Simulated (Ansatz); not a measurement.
`BC1CC=N1`, charge 0, multiplicity 1.

Q: Give a relaxed structure at PBE0-D4/def2-TZVP (the Gaussian-basis code of Ansatz). (Best estimate.)

A: The calculation gave: 
```xyz
11

B     0.1922    0.6094   -1.4741
C    -0.5615    0.5638   -0.1363
C    -0.1191   -0.8748    0.3819
C     0.4260   -0.0220    1.4794
N     0.0532    1.1347    1.0862
H    -0.3566    0.2002   -2.4561
H     1.3491    0.9097   -1.5088
H    -1.6444    0.6973   -0.1660
H     0.6138   -1.4415   -0.2033
H    -0.9582   -1.5279    0.6237
H     1.0055   -0.2489    2.3736
```
This is one stationary point; other conformers may exist.
